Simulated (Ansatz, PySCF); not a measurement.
This PySCF input computes a PBE/def2-TZVPD energy:

```python
from pyscf import gto, scf, dft

mol = gto.M(
    atom='''
    C    -1.59583230    0.13556636   -0.07499087
    C    -0.31945262   -0.47689888   -0.52507877
    N     0.81530058    0.04962629    0.15367919
    C     1.73562988    0.48689262    0.71801204
    H    -1.61765317    0.81705980    0.76026483
    H    -2.51384881   -0.14461706   -0.56974995
    H    -0.32715911   -1.56461878   -0.37225552
    H    -0.17051277   -0.32856872   -1.60166805
    ''',
    basis='def2-tzvpd',
    charge=0,
    spin=1,
    verbose=4,
)

mf = dft.UKS(mol, xc='pbe').density_fit(auxbasis='def2-universal-jkfit')
mf.grids.level = 3
mf.conv_tol = 1e-9
mf.max_cycle = 100
mf.max_memory = 1500
mf.kernel()
if not mf.converged:
    mf = mf.newton()
    mf.kernel(mf.make_rdm1())
for _ in range(2):
    mo, _, stable, _ = mf.stability(return_status=True)
    if stable:
        break
    mf.kernel(mf.make_rdm1(mo, mf.mo_occ))
mf.analyze()
```

**Question.** Write an input for the same energy in Ansatz (a first-principles code) and say what it gives.

**Answer.** 
Ansatz 0.2 input:
```yaml
crystal:
  periodic: [false, false, false]
  atoms:
    - {symbol: C, position_ang: [-1.59583230, 0.13556636, -0.07499087]}
    - {symbol: C, position_ang: [-0.31945262, -0.47689888, -0.52507877]}
    - {symbol: N, position_ang: [0.81530058, 0.04962629, 0.15367919]}
    - {symbol: C, position_ang: [1.73562988, 0.48689262, 0.71801204]}
    - {symbol: H, position_ang: [-1.61765317, 0.81705980, 0.76026483]}
    - {symbol: H, position_ang: [-2.51384881, -0.14461706, -0.56974995]}
    - {symbol: H, position_ang: [-0.32715911, -1.56461878, -0.37225552]}
    - {symbol: H, position_ang: [-0.17051277, -0.32856872, -1.60166805]}
basis:
  gaussian:
    orbitals: def2-TZVPD
hamiltonian:
  xc: {name: PBE}
magnetization: {spin_polarized: true, initial_magnetization: 1}
output: {forces: true}
```
It gives -171.19821 Eh, and PySCF -171.19828 Eh, a difference of 0.07 mEh, from the treatment of integrals and grids.

It need not be the lowest isomer of its formula.
